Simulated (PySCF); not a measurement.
# Level of theory and adiabatic energies of losing or gaining an electron: chlorobenzene

Structure: `Clc1ccccc1` (C6H5Cl).

All levels share the PBE0-D3(BJ)/def2-SVP structures and the PBE0-D3(BJ)/def2-SVP thermal terms; only the single-point energies (PySCF) change. Values are adiabatic energies of losing or gaining an electron (0 K, eV).

```tsv
level	ionisation energy to the radical cation	abs. error
ωB97X-D3(BJ)/ma-def2-TZVP	8.95	0.12
ωB97X-D3(BJ)/6-311++G(2d,2p)	8.97	0.11
ATcT 1.112	9.07
```

The spread: 0.01 eV, from 8.95 to 8.97.

Known limits: spin-orbit coupling is left out of the energies, which matters for open shells on the heavier atoms.

Differences come from unrounded values, so a last digit can differ from that of the printed terms.

---

**nitric oxide: adiabatic energies of losing or gaining an electron at several levels**

Structure: `[N]=O` (NO•). The parent is a doublet.

All levels share the PBE0-D3(BJ)/def2-SVP structures and the PBE0-D3(BJ)/def2-SVP thermal terms; only the single-point energies (PySCF) change. Values are adiabatic energies of losing or gaining an electron (0 K, eV).

Measured (NIST Chemistry WebBook): adiabatic ionisation energy 9.26 eV.

```csv
level,ionisation energy to the singlet cation,time
ωB97X-D3(BJ)/ma-def2-TZVP,9.57,–
BLYP-D3(BJ)/6-31+G*,9.73,2.4 s
BP86-D3(BJ)/6-31+G*,9.83,2.4 s
```

Times are wall times for all single points of a level on 1 thread of Arm Neoverse V2, a shared host; the dash marks the run that also made the structures. BLYP, BP86 ran on a slower path of this set-up, which computes the density-fitting integrals anew in every SCF cycle while the other levels store them. So the times needn't show the usual order of cost, and those levels read slower than they are.

The spread: 0.26 eV, from 9.57 to 9.83.

---

# How the method moves the adiabatic energies of losing or gaining an electron of 3-(trifluoromethyl)benzaldehyde

Structure: `O=Cc1cccc(C(F)(F)F)c1` (C8H5F3O).

All levels share the PBE0-D3(BJ)/ma-def2-SVP structures and the GFN2-xTB thermal terms; only the single-point energies (PySCF) change. Values are adiabatic energies of losing or gaining an electron (0 K, eV).

Measured (NIST Chemistry WebBook): adiabatic electron affinity 0.82 eV.

```tsv
level	electron affinity to the radical anion	time
M06-2X/6-31G	0.73	98 s
B97-2/aug-cc-pVDZ (grid 4)	0.92	8.1 min
ωB97X-D3(BJ)/ma-def2-SVP	0.99	–
```

Times are wall times for all single points of a level on 1 thread of Arm Neoverse V1, a shared host; the dash marks the run that also made the structures.

The spread: 0.26 eV, from 0.73 to 0.99.

Caveats: ma-def2-SVP is a small basis, whose errors can reach tens of kJ/mol.

Bases without diffuse functions serve anions poorly.
